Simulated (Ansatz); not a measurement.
Reaction (isomerisation): `S[SiH]1C=C1` → `[SiH3]C#CS`

Isolated molecules relaxed with PBE0-D4/def2-TZVP in Ansatz; ΔE leaves out vibrations. CCSD(T)/CBS is the MP2 limit (def2-TZVPP, def2-QZVPP) plus CCSD(T) − MP2 in def2-TZVPP, frozen cores. Functionals use def2-TZVPP. B3LYP here is the variant with VWN-RPA as its local correlation; programs differ in this. HSE06 is defined as in plane-wave codes. Each species was taken in one conformer, which may not be the lowest.

```
             level  ΔE (kJ/mol)  difference from CCSD(T)/CBS
       LDA (SPW92)         87.5                         19.4
            PBE-D4         75.5                          7.4
         r2SCAN-D4         75.6                          7.5
            B97M-V         80.0                         11.9
           PBE0-D4         84.2                         16.1
          B3LYP-D4         57.2                        -10.9
        r2SCANh-D4         78.9                         10.8
        r2SCAN0-D4         83.4                         15.3
          HSE06-D4         83.9                         15.8
          BHLYP-D4         64.4                         -3.7
      CAM-B3LYP-D4         62.0                         -6.1
           ωB97X-V         76.8                          8.7
           ωB97M-V         76.3                          8.2
            B2PLYP         54.1                        -14.0
          PBE-QIDH         79.3                         11.2
               PBE         73.1                          5.0
            revPBE         67.5                         -0.6
              BLYP         42.6                        -25.5
            r2SCAN         75.3                          7.2
              PBE0         82.2                         14.1
             B3LYP         53.2                        -14.9
           r2SCANh         78.5                         10.4
             HSE06         82.0                         13.9
             BHLYP         60.4                         -7.7
         CAM-B3LYP         60.0                         -8.1
           LC-ωPBE         87.3                         19.2
RPA@PBE/def2-TZVPP         58.2                         -9.9
       HF/def2-SVP         47.6                        -20.5
      MP2/def2-SVP         50.6                        -17.5
     CCSD/def2-SVP         50.5                        -17.6
     HF/def2-TZVPP         49.4                        -18.7
    MP2/def2-TZVPP         60.6                         -7.5
SCS-MP2/def2-TZVPP         51.3                        -16.8
CCSD(T)/def2-TZVPP         62.1                         -6.0
     HF/def2-QZVPP         50.3                        -17.8
    MP2/def2-QZVPP         64.4                         -3.7
SCS-MP2/def2-QZVPP         55.1                        -13.0
      HF/CBS(def2)         50.4                        -17.7
     MP2/CBS(def2)         66.6                         -1.5
    CCSD/CBS(def2)         68.0                         -0.1
       CCSD(T)/CBS         68.1                            0
```

**Question.** What do rigid-rotor, harmonic-oscillator terms from PBE0-D4/def2-TZVP frequencies (298.15 K, 1 bar) make of the CCSD(T)/CBS value? (Estimate.)

**Answer.** Computed: ΔZPE = -13.7 kJ/mol, ΔH = +56.8 kJ/mol, ΔS = 25 J/(mol·K), ΔG = +49.2 kJ/mol. Modes under 50 cm⁻¹ make the entropy rough.

Largest T1 diagnostic among the species: 0.013.

The D4 term adds +4.0 kJ/mol with B3LYP and +2.0 kJ/mol with PBE0; it sums over pairs of atoms, weighted by their polarisabilities, and B3LYP, whose exchange is more repulsive, gets the larger term. From PBE to PBE0 (25 % exact exchange), in def2-TZVPP and without D4, ΔE moves by +9.1 kJ/mol. In def2-TZVPP, CCSD(T) changes the Hartree–Fock value by +12.8 kJ/mol (the triples alone add +0.1 kJ/mol) and MP2 by +11.2 kJ/mol.
